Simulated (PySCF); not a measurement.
Structure with atom numbers: `[CH3:1][CH:2]=[C:3]=[CH:4][B:5]([CH3:6])[CH3:7]`. Hydrogens are named by the atom that carries them.

Calculated, not measured (PySCF 2.14): B3LYP/pcJ-1 coupling constants (spin–dipole term only in couplings to heteroatoms), geometry from PBE0-D3(BJ)/def2-SVP, PBE0/pcSseg-1 with gauge-including orbitals. In vacuum, non-relativistic Hamiltonian, a single conformation, equivalent nuclei averaged.

Q: List the cross peaks expected in HSQC, COSY and HMBC spectra.

A: 

HSQC (one-bond C–H):
```csv
δH,δC,"1J(C,H) (Hz)"
5.80 (H(C4)),97.0 (C4),159
5.20 (H(C2)),85.0 (C2),169
1.76 (H(C1)),15.3 (C1),136
0.85 (H(C6)/H(C7)),12.9 (C6/C7),124
```

COSY cross peaks (|J| ≥ 2 Hz):
```csv
δH,δH,abs. J (Hz),bonds
5.80 (H(C4)),5.20 (H(C2)),7.8,4
5.80 (H(C4)),1.76 (H(C1)),4.7,5
5.20 (H(C2)),1.76 (H(C1)),8.6,3
```

HMBC (two and three bonds, |J| ≥ 2.5 Hz):
```csv
δH,δC [abs. J in Hz]
5.80 (H(C4)),"234.5 (C3) [5.2], 85.0 (C2) [8.4], 12.9 (C6/C7) [3.9]"
5.20 (H(C2)),"234.5 (C3) [2.5], 97.0 (C4) [5.4]"
1.76 (H(C1)),"234.5 (C3) [6.8], 85.0 (C2) [6.6]"
0.85 (H(C6)/H(C7)),"97.0 (C4) [3.5], 12.9 (C6/C7) [3.2]"
```

References, each an isolated molecule treated in the same way: 1H, 13C vs TMS.

Short H···H contacts in this conformer between protons four or more bonds apart (candidates for NOE cross peaks, intensity ∝ r⁻⁶): H(C4)···H(C6) 2.75 Å.

A carbon bonded to boron is broadened by the quadrupolar boron nucleus and is often missing from a measured spectrum. Unscaled 3J(H,H) at this level run about 10 % above measured values. Shifts are as computed. Against solution values, carbons near 30 ppm lie about +2 ppm off and those near 130 ppm about +5 ppm. Of 1309 compounds with measured shifts, 239 miss one by over three times the rms of a fit or turn the order of signals round; such compounds aren't used in these exercises.
